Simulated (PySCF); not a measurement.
Simulated C 1s region for `CC[CH]([GeH3])[GeH3]`, binding energy against the vacuum level.

Every computed line was given a Gaussian of 1.0 eV full width at half maximum and an area set by the number of equivalent atoms; the highest printed point is 100. Level of theory: PySCF 2.14.0, delta-SCF UKS SCAN, pcX-2 on the ionised atom, pcseg-1 elsewhere, spin-free X2C.

binding energy (eV), intensity and a bar:
```
    288.5          0 
    288.6          0 
    288.7          1 
    288.8          1 
    288.9          2 #
    289.0          4 #
    289.1          7 ##
    289.2         11 ###
    289.3         16 #####
    289.4         22 ######
    289.5         29 #########
    289.6         38 ###########
    289.7         46 ##############
    289.8         55 #################
    289.9         64 ###################
    290.0         73 ######################
    290.1         81 ########################
    290.2         88 ###########################
    290.3         94 ############################
    290.4         99 ##############################
    290.5        100 ##############################
    290.6         98 #############################
    290.7         93 ############################
    290.8         84 #########################
    290.9         73 ######################
    291.0         60 ##################
    291.1         47 ##############
    291.2         35 ##########
    291.3         25 #######
    291.4         17 #####
    291.5         11 ###
    291.6          6 ##
    291.7          4 #
    291.8          2 #
    291.9          1 
    292.0          0 
    292.1          0
```

Question: Count the maxima, the lines and the sites behind this envelope.

Answer: The curve has 1 maximum (at 290.5 eV). Under it lie 3 lines from 3 inequivalent carbon sites. At this width some lines have no maximum of their own.

Question: Decompose the envelope and assign each component. Numbering: `[CH3:1][CH2:2][CH:3]([GeH3:4])[GeH3:5]`.

Answer: 
```tsv
position (eV)	relative area	line	atoms	environment
289.92	1	C 1s	C3	sp3 carbon bound to germanium
290.56	1	C 1s	C1	methyl carbon
290.68	1	C 1s	C2	chain CH2 carbon
```

Lowest listed C 1s: C3, bonded to C, H and 2 Ge. Highest, 0.76 eV above it: C2, bonded to 2 C and 2 H. The widest gap between neighbouring values is 0.64 eV, between 289.92 and 290.56 eV. Summing the Pauling electronegativity differences to the bonded atoms, each weighted by its formal bond order, gives -1.43 for the lowest site and -0.70 for the highest; no listed site has a larger sum than the highest.

Shake-up satellites, vibrational structure and lifetime widths aren't simulated. One conformer (not necessarily the lowest) at the PBE0-D3(BJ)/def2-SVP geometry, without solvent, vibrations or thermal averaging.

The run took 43 s of wall time on an Arm Neoverse V1 with one thread, no GPU, on a shared host.

The values belong to the conformer `[CH3:1][CH2:2][CH:3]([GeH3:4])[GeH3:5]`: C1–C2–C3–Ge4 -176°.
